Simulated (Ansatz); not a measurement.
CH$_{5}$Ge (SMILES [CH2][GeH3]), doublet, geometry from GFN2-xTB. Base run: R2SCAN/cc-pVDZ (Ansatz, a program for electronic structure).

Geometry (Å):
```xyz
7

C      1.5451    -0.1590    -0.0133
Ge    -0.3394     0.0365     0.0022
H      2.2174     0.6769    -0.0897
H      2.0199    -1.1220     0.0638
H     -0.9311    -0.4192     1.3019
H     -0.7301     1.4573    -0.2153
H     -0.9850    -0.8077    -1.0523
```
Charge 0, spin multiplicity 2.
Orbitals are unrestricted.
All else is at Ansatz's defaults.
Base energy -2117.96539 Eh.

Variants of this job, named by their change:

```json
[
 {"change": "base", "ΔE vs base (mEh)": "0.000"},
 {"change": "lower_state_search = light", "ΔE vs base (mEh)": "0.000"},
 {"change": "accuracy = high", "ΔE vs base (mEh)": "0.001"},
 {"change": "point_charge = charge:-1.0 position_ang:3.5777, 1.2747, 3.5693", "ΔE vs base (mEh)": "-2.470"},
 {"change": "lower_state_search = full", "ΔE vs base (mEh)": "0.000"},
 {"change": "fitting.mean_field = def2-universal-JKFIT", "ΔE vs base (mEh)": "-0.097"},
 {"change": "final_grid = 6, 12, 29", "ΔE vs base (mEh)": "0.329"},
 {"change": "lower_state_search = off", "ΔE vs base (mEh)": "0.000"},
 {"change": "point_charge = charge:0.5 position_ang:-1.3177, 2.966, 3.5436", "ΔE vs base (mEh)": "-1.162"},
 {"change": "nuclear_model = gaussian", "ΔE vs base (mEh)": "8.731"},
 {"change": "point_charge = charge:1.0 position_ang:-0.3172, 4.339, 2.1979", "ΔE vs base (mEh)": "-2.987"}
]
```
